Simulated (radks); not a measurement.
Question: The mean radii <r> (bohr) of the occupied orbitals of an atom or ion are listed with their occupations. Method: scalar-relativistic Kohn-Sham, PBEsol, spin-polarised, spherical densities, point nucleus; computed with a radial shooting solver on a logarithmic mesh with Libxc functionals.

| orbital | occ. | <r> |
|---|---|---|
| 1s up | 1 | 0.07311 |
| 1s down | 1 | 0.07310 |
| 2s up | 1 | 0.3436 |
| 2s down | 1 | 0.3435 |
| 2p up | 3 | 0.3075 |
| 2p down | 3 | 0.3075 |
| 3s up | 1 | 1.031 |
| 3s down | 1 | 1.034 |
| 3p up | 3 | 1.087 |
| 3p down | 2 | 1.091 |

Name the element and its charge. Open shells, if any, are filled with parallel spins first.

Answer: Z = 21, scandium, charge +4: Sc4+ in [Ne] 3s2 3p5. The 1s radius gives Z: for a bare nucleus <r> = (2 gamma + 1)/(2Z) with gamma = sqrt(1 - (Z/c)^2), 0.07087 bohr for Z = 21, and screening makes it slightly larger (0.07311 here). The occupations add up to 17, and the charge is Z minus that.
